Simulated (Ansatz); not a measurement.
Species: C7H14Si, SMILES `[SiH3][C@H]1[C@H]2CC[C@@H]1CC2` (charge 0, multiplicity 1), formula C₇H₁₄Si.

Question: How many basis functions does frozen-core CCSD(T)/cc-pVDZ // PBE0-D3(BJ)/def2-SVP (Ansatz, a quantum-chemistry and plane-wave program) use, how many core orbitals are frozen, and how many electrons are correlated?

Answer: 186 basis functions and 12 frozen orbitals, which leaves 46 correlated electrons. Core time is of the order of minutes.
